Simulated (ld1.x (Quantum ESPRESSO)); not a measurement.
**An all-electron radial function and its pseudo partner (Ta)**

Columns: radius, all-electron u(r) and pseudo u(r) of the 5d shell (level -3.96 eV) of tantalum in the configuration [Xe] 4f14 5d3 6s1.75 6p0.25; PBEsol, scalar-relativistic, PAW scheme, ld1.x (Quantum ESPRESSO) 7.5.

```json
{"r (bohr)": "0.195", "all-electron": "0.0596", "pseudo": "0.0020"}
{"r (bohr)": "0.390", "all-electron": "-0.3022", "pseudo": "0.0157"}
{"r (bohr)": "0.585", "all-electron": "-0.1073", "pseudo": "0.0499"}
{"r (bohr)": "0.780", "all-electron": "0.2136", "pseudo": "0.1082"}
{"r (bohr)": "0.975", "all-electron": "0.4612", "pseudo": "0.1884"}
{"r (bohr)": "1.170", "all-electron": "0.6115", "pseudo": "0.2829"}
{"r (bohr)": "1.365", "all-electron": "0.6853", "pseudo": "0.3802"}
{"r (bohr)": "1.560", "all-electron": "0.7073", "pseudo": "0.4677"}
{"r (bohr)": "1.755", "all-electron": "0.6972", "pseudo": "0.5346"}
{"r (bohr)": "1.950", "all-electron": "0.6686", "pseudo": "0.5744"}
{"r (bohr)": "2.145", "all-electron": "0.6303", "pseudo": "0.5855"}
{"r (bohr)": "2.340", "all-electron": "0.5876", "pseudo": "0.5717"}
{"r (bohr)": "2.535", "all-electron": "0.5438", "pseudo": "0.5405"}
{"r (bohr)": "2.730", "all-electron": "0.5005", "pseudo": "0.5004"}
{"r (bohr)": "2.925", "all-electron": "0.4588", "pseudo": "0.4588"}
{"r (bohr)": "3.120", "all-electron": "0.4192", "pseudo": "0.4192"}
{"r (bohr)": "3.315", "all-electron": "0.3820", "pseudo": "0.3820"}
{"r (bohr)": "3.510", "all-electron": "0.3473", "pseudo": "0.3473"}
{"r (bohr)": "3.705", "all-electron": "0.3151", "pseudo": "0.3151"}
{"r (bohr)": "3.900", "all-electron": "0.2854", "pseudo": "0.2854"}
{"r (bohr)": "4.095", "all-electron": "0.2581", "pseudo": "0.2581"}
{"r (bohr)": "4.290", "all-electron": "0.2331", "pseudo": "0.2331"}
{"r (bohr)": "4.485", "all-electron": "0.2103", "pseudo": "0.2103"}
{"r (bohr)": "4.680", "all-electron": "0.1894", "pseudo": "0.1894"}
{"r (bohr)": "4.875", "all-electron": "0.1705", "pseudo": "0.1705"}
{"r (bohr)": "5.070", "all-electron": "0.1534", "pseudo": "0.1534"}
```

Task: How many radial nodes do the two functions have?

Result: The all-electron 5d function has n − l − 1 = 2; the pseudo-wave has 0, since the states of the same l below it are removed with the core.

Task: At about which radius was the pseudo-wave matched?

Result: 3.00 bohr. The columns agree to 0.0005 from 2.73 bohr on; several derivatives are matched, so the curves merge somewhat inside the radius.

Task: Is the pseudo-wave norm-conserving?

Result: No, it belongs to a PAW set: the norm inside the radius is not constrained, and the difference is carried by the augmentation charge.
